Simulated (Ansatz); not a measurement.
C2H5Te (SMILES [CH2][Te]C), doublet, at a GFN2-xTB geometry (all electrons, no relativity). Base run: PBE0/3-21G run with Ansatz (a first-principles code).

Here is a job for Ansatz.
Ansatz 0.2 input:
```yaml
crystal:
  periodic: [false, false, false]
  atoms:
    - {symbol: C, position_ang: [1.63628114, -0.16585437, -0.82904269]}
    - {symbol: Te, position_ang: [-0.01981550, -0.03540149, 0.37245588]}
    - {symbol: C, position_ang: [-1.36879903, 0.28716843, -1.27405793]}
    - {symbol: H, position_ang: [2.58924560, -0.26141333, -0.34204773]}
    - {symbol: H, position_ang: [1.62898691, 0.35624616, -1.76957019]}
    - {symbol: H, position_ang: [-1.14282571, 1.22687019, -1.76038651]}
    - {symbol: H, position_ang: [-1.26973041, -0.52249177, -1.98431422]}
    - {symbol: H, position_ang: [-2.38016302, 0.31378203, -0.89278368]}
basis:
  gaussian:
    orbitals: 3-21G.json
hamiltonian:
  xc: pbe0
magnetization: {spin_polarized: true, initial_magnetization: 1}
```
The basis file holds 3-21G in the JSON format of the Basis Set Exchange.

Variants of this job, named by their change:

```json
[
 {"change": "base", "ΔE vs base (kcal/mol)": "0.000"},
 {"change": "point_charge = charge:1.0 position_ang:5.348, 0.3688, -3.0742", "ΔE vs base (kcal/mol)": "-1.64"},
 {"change": "point_charge = charge:-1.0 position_ang:2.9837, -0.1855, -5.9472", "ΔE vs base (kcal/mol)": "-1.48"},
 {"change": "lower_state_search = off", "ΔE vs base (kcal/mol)": "0.000"},
 {"change": "accuracy = high", "ΔE vs base (kcal/mol)": "0.007"},
 {"change": "nuclear_model = gaussian", "ΔE vs base (kcal/mol)": "41.58"},
 {"change": "final_grid = 4, 8, 17", "ΔE vs base (kcal/mol)": "0.113"},
 {"change": "point_charge = charge:0.5 position_ang:-3.3544, -0.9022, 3.529", "ΔE vs base (kcal/mol)": "-0.566"},
 {"change": "forces = on", "ΔE vs base (kcal/mol)": "0.000"},
 {"change": "final_grid = 10, 20, 41", "ΔE vs base (kcal/mol)": "0.000"}
]
```
